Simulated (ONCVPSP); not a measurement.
# Before and after: ONCV potential for tungsten (W)

ONCVPSP 4.0.1 input, shortened (lines: element, Z, core and valence counts, functional; n l f; lmax; l rc ep ncon nbas qcut; lloc lpopt rc5 dvloc0; l nproj debl; icmod fcfact rcfact), PBE, scalar-relativistic:

```
  W 74.00   10    5        4      upf
    1    0    2.00
    2    0    2.00
    2    1    6.00
    3    0    2.00
    3    1    6.00
    3    2   10.00
    4    0    2.00
    4    1    6.00
    4    2   10.00
    4    3   14.00
    5    0    2.00
    5    1    6.00
    5    2    4.00
    6    0    1.00
    6    1    1.00
    2
    0    1.60    0.00    3    7    8.50
    1    2.05    0.00    4    8    6.40
    2    2.45    0.00    5   10    7.50
    4    3    1.25    0.00
    0    3    3.60
    1    2    1.60
    2    1    3.10
    0    0.00    0.00
```

Change: s: rc 1.92.

Cutoffs: the cutoffs (Ha) at which the residual kinetic energy of the hardest occupied pseudo-wave falls to 1 and 0.1 mHa per electron; they do not see the model core or the augmentation charge, which bear on the density cutoff. Errors are all-electron minus pseudo energies relative to the spin-unpolarised reference configuration.

Problem. How do hardness, ghosts and transferability respond?

Solution. The potential gets softer (24 Ha and 28 Ha → 21 Ha and 25 Ha); of the 4 tests that both files solve, the error grows in 1 and shrinks in 1 by more than 15 % and 0.3 meV (median size 1.2 → 1.3 meV); neither file shows a bound ghost. A larger radius leaves more room for a smooth pseudo-wave, so fewer plane waves are needed.

| quantity | base | changed |
| --- | --- | --- |
| cutoff, loose | 24 Ha | 21 Ha |
| cutoff, tight | 28 Ha | 25 Ha |
| loose cutoff by channel | s 24 Ha, p 12 Ha, d 14 Ha | s 21 Ha, p 12 Ha, d 14 Ha |
| bound ghosts | none | none |
| GHOST(+) flags under 300 eV | none | none |
| error for 5s2 5p6 5d4 6s2 6p0, meV [ΔE -4.50 eV] | +1.9 | +1.8 |
| error for 5s2 5p6 5d4 6s1 6p0, meV [ΔE 4.39 eV] | -1.5 | -1.5 |
| error for 5s2 5p6 5d4 6s0 6p0, meV [ΔE 20.07 eV] | -0.3 | -1.2 |
| error for 5s2 5p6 5d3 6s2 6p0, meV [ΔE 4.34 eV] | +1.0 | +0.2 |
| p: phases at 2.09 bohr within 0.05 rad from the reference energy up to (Ha; the scan ends near 5) | to the end of the scan | to the end of the scan |
| d: phases at 2.48 bohr within 0.05 rad from the reference energy up to (Ha; the scan ends near 5) | 1.3 | 1.3 |
